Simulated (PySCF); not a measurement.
From one molecule to another.

First species: C3H2F3N.
Numbering: `[N:1]#[C:2][C@H:3]([F:4])[CH:5]([F:6])[F:7]` (hydrogens: H8 on C3; H9 on C5)

Cartesian coordinates in Å at the GFN2-xTB level; atoms count from 1:
```
atom  x, y, z in Å
N1     2.5622    0.3662    0.4469
C2     1.5296   -0.0669    0.2329
C3     0.2064   -0.6164   -0.0301
F4     0.1826   -1.2523   -1.2407
C5    -0.8483    0.5118    0.0025
F6    -2.0895   -0.0131   -0.0243
F7    -0.7301    1.3160   -1.0663
H8    -0.0493   -1.3624    0.7388
H9    -0.7500    1.1231    0.9152
```

Second species: 1,1,1,3-tetrafluoropropane, C3H4F4.
Cartesian coordinates in Å at the GFN2-xTB level; atoms count from 1:
```xyz
11
C3H4F4 angstrom
F      2.4142   -0.2728   -0.1132
C      1.2233    0.3780    0.0528
C      0.0769   -0.6142   -0.1347
C     -1.2597    0.0758    0.0401
F     -1.3963    0.6204    1.2583
F     -2.2848   -0.7698   -0.1202
F     -1.4387    1.0704   -0.8420
H      1.1853    1.1776   -0.6942
H      1.2246    0.8011    1.0626
H      0.1124   -1.0463   -1.1368
H      0.1484   -1.4176    0.6014
```

Levels: wB97X-D/def2-SVPD for dipole moment, HOMO energy, LUMO energy, HOMO–LUMO gap, static isotropic polarisability and electronic spatial extent ⟨r²⟩ about the centre of nuclear charge; TDDFT wB97X-D/def2-SVPD for lowest singlet excitation; TDA wB97X-D/def2-SVPD for lowest triplet excitation (Tamm–Dancoff); GFN2-xTB for rotational constant A and rotational constant C. Geometries: GFN2-xTB. All species are isolated and taken at one optimised geometry, non-relativistic unless stated; the electronic structure was computed with PySCF and density fitting.

The conformers computed, where there is a choice (atom-mapped SMILES and torsion angles):
- `[N:1]#[C:2][C@H:3]([F:4])[CH:5]([F:6])[F:7]`: C2–C3–C5–F6 -170°
- `[F:1][CH2:2][CH2:3][C:4]([F:5])([F:6])[F:7]`: F1–C2–C3–C4 180°, C2–C3–C4–F5 -60°

Values for the first species:

| Property | Result |
| --- | --- |
| Dipole moment | 2.77 D |
| HOMO energy | -12.22 eV |
| LUMO energy | 0.86 eV |
| HOMO–LUMO gap | 13.08 eV |
| Lowest singlet excitation | 7.36 eV |
| Lowest triplet excitation (Tamm–Dancoff) | 6.39 eV |
| Static isotropic polarisability | 42.4 au |
| Electronic spatial extent ⟨r²⟩ about the centre of nuclear charge | 699 bohr² |
| Rotational constant A | 4.433 GHz |
| Rotational constant C | 1.653 GHz |

Q: Estimate the same properties for the second species, and the change in each.

A: 
```csv
property,first,second,second less first
dipole moment,2.77 D,0.54 D,-2.23 D
HOMO energy,-12.22 eV,-12.09 eV,+0.13 eV
LUMO energy,0.86 eV,2.31 eV,+1.45 eV
HOMO–LUMO gap,13.08 eV,14.40 eV,+1.32 eV
lowest singlet excitation,7.36 eV,9.71 eV,+2.35 eV
lowest triplet excitation (Tamm–Dancoff),6.39 eV,9.42 eV,+3.03 eV
static isotropic polarisability,42.4 au,41.0 au,-1.4 au
electronic spatial extent ⟨r²⟩ about the centre of nuclear charge,699 bohr²,810 bohr²,+111 bohr²
rotational constant A,4.433 GHz,5.115 GHz,+0.682 GHz
rotational constant C,1.653 GHz,1.407 GHz,-0.246 GHz
```

On the first: The 8 singlets span 7.36 to 9.74 eV, and their oscillator strengths add up to 0.10. S1 lies 5.72 eV below the HOMO–LUMO gap; its leading configuration is HOMO→LUMO, weight 0.72.

On the second: In atomic units the dipole is 0.21 e·bohr (1 au = 2.5417 D). The 8 singlets span 9.71 to 11.26 eV, and their oscillator strengths add up to 0.26.
